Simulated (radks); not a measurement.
Question: Numerical settings for neutral samarium, [Xe] 4f6 6s2. Method: scalar-relativistic Kohn-Sham, BLYP, spin-polarised, spherical densities, point nucleus; open shells are filled with parallel spins first (spin-orbit coupling, left out, can overturn this in heavy ions); computed with a radial shooting solver on a logarithmic mesh with Libxc functionals. The defaults (mesh step 0.008 in ln r, mesh end at 40 bohr or more with all orbitals vanishing there, Anderson mixing 0.5 over 9 steps, residual threshold near 1e-9 with the energy settled to 1e-9 hartree or 1e-11 of itself, here a cap of 67 iterations) give E = -10428.2218 hartree and 6s at -3.313 eV in 14 iterations. Times are rough (one thread of a shared host). One setting is changed at a time: mesh step in ln r 0.03; mesh step in ln r 0.003; mesh step in ln r 0.2; mesh end (bohr) 20; mesh end (bohr) 3; residual threshold 0.1; residual threshold 1e-13; mixing 0.01; linear mixing, mixing 0.05; linear mixing, mixing 1; mixing history 2; iteration cap 5. Which runs fail to converge, and which converge to a wrong energy?

Answer: Not converged within the cap: mesh step in ln r 0.2; linear mixing, mixing 0.05; linear mixing, mixing 1; iteration cap 5. Settled on a wrong energy, with an occupied level pushed above zero by the early mesh end: mesh end (bohr) 3 (+4.07 hartree). Apart from these: no run marked as converged misses the energy by more than 1 mhartree.
